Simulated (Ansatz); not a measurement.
Input file for Ansatz (an electronic-structure program): R-wB97M-V/def2-TZVPP on FH3SSi (SMILES F[SiH2]S), a point of a torsion scan.

Ansatz 0.2 input:
```yaml
crystal:
  periodic: [false, false, false]
  atoms:
    - {symbol: F, position_ang: [-1.26974418, 1.31120084, -0.33418099]}
    - {symbol: Si, position_ang: [-0.53410555, -0.06643636, 0.04398013]}
    - {symbol: S, position_ang: [1.46550705, 0.37549206, 0.65817155]}
    - {symbol: H, position_ang: [-1.20319764, -0.60285050, 1.20367071]}
    - {symbol: H, position_ang: [-0.53240506, -0.83090566, -1.18509109]}
    - {symbol: H, position_ang: [1.84951573, 0.94276817, -0.47737602]}
basis:
  gaussian:
    orbitals: def2-TZVPP
hamiltonian:
  xc: {name: wB97M-V}
scf: {lower_state_search: off}
```

The head of its log:

```
WARN ansatz: RAYON_NUM_THREADS=1 ignored (pool sized by the plan → 1); use --threads N
Functional definition: wB97M-V
these checks for a lower state are left out or cut short: stability, starts, cluster_reference, orbital_swaps, neighbouring_geometries, increment
integrals: 0.10 GiB planned
915 factors; their error is unknown
integrals: 0.13 GiB planned
186 factors; integrals over basis functions are off by at most 1.0e-5 eV
mean field: 0.77 GiB planned
mean field evaluation 1: about -21479.3882 eV, gradient 3.2e1 eV
mean field evaluation 2: about -21479.3076 eV, gradient 3.7e1 eV
```

Question: Predict the final total energy.

Answer: -789.4147 hartree.
